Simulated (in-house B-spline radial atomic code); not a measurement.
**Response and correlation of V XXII (V21+)**

Closed shell 1s2. Computed with an all-electron radial atomic-structure program (B-spline basis): Dirac-Hartree-Fock, relativistic RPA (time-dependent Dirac-Hartree-Fock) for the response and second-order many-body perturbation theory for correlation, no-pair Dirac-Coulomb Hamiltonian, finite nucleus.

Command:
```bash
python run_mb.py task.json out
```
Settings (nuclear radius in fm, box in bohr, cutoff in hartree):
```
basis_form          2
Z                   23
core_configuration  1s2
rms_radius          3.6002
mass_number         51
speed_of_light      137.036
box_radius          3.796
lmax                7
intervals           59
virtual_cutoff      13225.0
```

Time taken, with all properties: 0.2 s on 1 thread of Arm Neoverse V1, with other jobs on the host.

```json
{"multipole (bohr³, bohr⁵, bohr⁷)": "dipole", "uncoupled": "3.2532e-05", "coupled RPA": "?"}
{"multipole (bohr³, bohr⁵, bohr⁷)": "quadrupole", "uncoupled": "2.1506e-07", "coupled RPA": "2.1921e-07"}
{"multipole (bohr³, bohr⁵, bohr⁷)": "octupole", "uncoupled": "3.7262e-09", "coupled RPA": "3.7789e-09"}
```

Question: What is the coupled dipole polarisability?

Answer: 3.3294e-05 atomic units, +2 % against the uncoupled value.

Question: Which subshells carry the dipole polarisability?

Answer: 1s1/2 100.0 %.

Question: What does the dipole shielding factor come to?

Answer: The dipole shielding factor is 0.087, against the exact N/Z = 2/23 = 0.087 of the non-relativistic theorem.

Dipole polarisability at imaginary frequency:

```json
{"u (Eh)": "0", "α(iu) (bohr³)": "3.329e-05"}
{"u (Eh)": "5.16", "α(iu) (bohr³)": "3.327e-05"}
{"u (Eh)": "15.5", "α(iu) (bohr³)": "3.311e-05"}
{"u (Eh)": "31", "α(iu) (bohr³)": "3.259e-05"}
{"u (Eh)": "51.6", "α(iu) (bohr³)": "3.143e-05"}
{"u (Eh)": "103", "α(iu) (bohr³)": "2.701e-05"}
{"u (Eh)": "206", "α(iu) (bohr³)": "1.759e-05"}
{"u (Eh)": "516", "α(iu) (bohr³)": "5.468e-06"}
```

Question: What dispersion coefficients follow for two such ions (the dispersion part alone)?

Answer: C6 = (3/π)∫α(iu)²du = 1.829e-07 hartree·bohr⁶ and C8 = 6.884e-09 hartree·bohr⁸.

Lowest J = 1 odd-parity excitations:

```csv
energy (eV),oscillator strength,leading channel,weight
5186.5,0.034,1s1/2 → p1/2,0.845
5212.2,0.742,1s1/2 → p3/2,0.845
6118.3,0.00752,1s1/2 → p1/2,0.857
6125.5,0.146,1s1/2 → p3/2,0.857
```

Second-order correlation energy by the highest angular momentum of the excited pair (hartree): s -0.01453, p -0.02547, d -0.0037, f -0.0009815, g -0.0003571, h -0.0001484, i -7.017e-05, k -3.796e-05.

Question: What is the second-order correlation energy at the partial-wave limit?

Answer: The listed waves sum to -0.045295 hartree; extrapolating the increments as (l + 1/2)⁻⁴ gives -0.045373 hartree, -0.617 eV per electron.
